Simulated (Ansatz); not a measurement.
Isolated molecules relaxed with PBE0-D4/def2-TZVP in Ansatz; ΔE leaves out vibrations. CCSD(T)/CBS adds triple-zeta CCSD(T) − MP2 to the extrapolated MP2 energy (def2 sets, frozen cores). DFT in def2-TZVPP. For Ga outer-core shells are correlated without core-valence functions, which leaves a few kJ/mol of doubt a bond. Scalar relativity is left out up to krypton. One conformer a species, not always the lowest.

`[CH3][Ga]([NH2])[NH2]` + `O[SiH2][AlH2]` → `[NH2][GaH][NH2]` + `CO[SiH2][AlH2]`  (redistribution)

| level | ΔE (kJ/mol) |
| --- | --- |
| ωB97M-V | 81.9 |
| B2PLYP | 82.1 |
| CAM-B3LYP | 75.9 |
| SCS-MP2/def2-TZVPP | 85.3 |

Problem. What does CCSD(T)/CBS give? (An estimate is asked.)

Solution. The calculation gave: +90.2 kJ/mol. The listed levels differ from it by -8.3, -8.1, -14.3, -4.9 kJ/mol.

Largest T1 diagnostic among the species: 0.013.

Leaving LDA and LC-ωPBE aside and taking each functional with its dispersion term where it has one, the values, not all of them listed here, spread over 14.3 kJ/mol, from B97M-V to PBE-QIDH. LDA lies −3.2 kJ/mol from PBE without D4. In def2-TZVPP, CCSD(T) changes the Hartree–Fock value by +16.8 kJ/mol (the triples alone add +1.0 kJ/mol) and MP2 by +24.2 kJ/mol. At CCSD(T), def2-SVP lies −25.5 kJ/mol from the extrapolated value and def2-TZVPP −4.4 kJ/mol.
